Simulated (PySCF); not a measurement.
**Worked example: chemical shift, span and skew from a shielding tensor**

C2H7F2NSi, SMILES N[SiH2]CC(F)F. Atoms are numbered in the order given.

```xyz
13

N      2.8012    -0.3261    -0.0269
Si     1.2154     0.3542    -0.1928
C     -0.1767    -0.8574     0.3156
C     -1.5826    -0.3214     0.1979
F     -1.7317     0.7891     0.9785
F     -1.8393     0.0522    -1.0904
H      3.1458    -1.0160    -0.6865
H      3.2236    -0.4517     0.8873
H      1.1422     1.5526     0.6857
H      1.0269     0.7169    -1.6233
H     -0.0940    -1.7665    -0.3041
H     -0.0060    -1.1697     1.3598
H     -2.3677    -1.0407     0.4948
```

The structure is a stationary point at B3LYP-D3(BJ)/def2-SVP. The structure was generated by enumeration, and PubChem lists no compound with its InChIKey, so it may never have been made. The values are those of a single conformer.

GIAO shieldings from PBE0/pcSseg-1 in PySCF, non-relativistic, no solvent. The symmetric part of the tensor of C3 has the principal values 138.2, 142.9, 186.3 ppm. The same nucleus in TMS has σ = 186.3 ppm at this level (PySCF, at its B3LYP-D3(BJ)/def2-TZVP geometry).

**Question.** Work out the isotropic shielding, the ¹³C shift against TMS, the span and the skew.

**Answer.** 
σ(iso) = (σ11 + σ22 + σ33)/3 = 155.8 ppm. δ = σ(ref) − σ(iso) = 186.3 − (155.8) = 30.5 ppm.
Span Ω = σ33 − σ11 = 48.1 ppm. Skew κ = 3(σ(iso) − σ22)/Ω = 0.80. Tumbling in solution averages the tensor to δ; in a static solid the shielding alone would spread this spin-1/2 line over Ω.
